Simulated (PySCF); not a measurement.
Numbering as in the mapped SMILES `[F:1][C:2]1=[CH:3][O:4][CH:5]=[C:6]([C:7]([F:8])([F:9])[F:10])[O:11]1`; H(Xn) means a hydrogen on atom n.

Theoretical values (PySCF): PBE0/pcSseg-1 with gauge-including orbitals, GFN2-xTB structure. No solvent, non-relativistic Hamiltonian, rapidly exchanging positions averaged, one conformer.

Chemical shifts δ = σref − σ; $^{13}$C (σ = 186.93 ppm), $^{1}$H (σ = 31.72 ppm) vs TMS; $^{19}$F (σ = 170.95 ppm) against CFCl3; $^{17}$O (σ = 336.08 ppm) against H2O, all at this level.

```csv
atoms,nucleus,count,Hirshfeld charge,δ (ppm)
C6,$^{13}$C,1,0.00,?
H(C5),$^{1}$H,1,0.07,6.31
O11,$^{17}$O,1,-0.11,125.8
O4,$^{17}$O,1,-0.10,92.2
C7,$^{13}$C,1,0.25,?
F1,$^{19}$F,1,-0.05,-129.8
C5,$^{13}$C,1,0.02,138.7
C2,$^{13}$C,1,0.14,?
H(C3),$^{1}$H,1,0.07,5.92
F8/F9/F10,$^{19}$F,3,-0.09,-88.5
C3,$^{13}$C,1,-0.03,113.5
```

Task: Fill in the missing shifts.

Result: 
- C2: 167.0 ppm, alkene carbon bearing oxygen; an sp2 carbon further deshielded by the attached heteroatom
- C6: 135.7 ppm, alkene carbon bearing oxygen; an sp2 carbon further deshielded by the attached heteroatom
- C7: 128.7 ppm, CF3 carbon; 3 electronegative neighbours deshield it

Shifts are as computed. Against solution values, carbons near 30 ppm lie about +3 ppm off and those near 130 ppm about +5 ppm. Of 1211 compounds with measured shifts, 218 miss one by over three times the rms of a fit or turn the order of signals round; such compounds aren't used in these exercises. Unscaled 19F shifts against computed CFCl3 carry errors that often reach 10 to 50 ppm. Experimental scales use liquid or dissolved standards, which lie at an offset from isolated H2O (liquid H2O: subtract about 36 ppm).
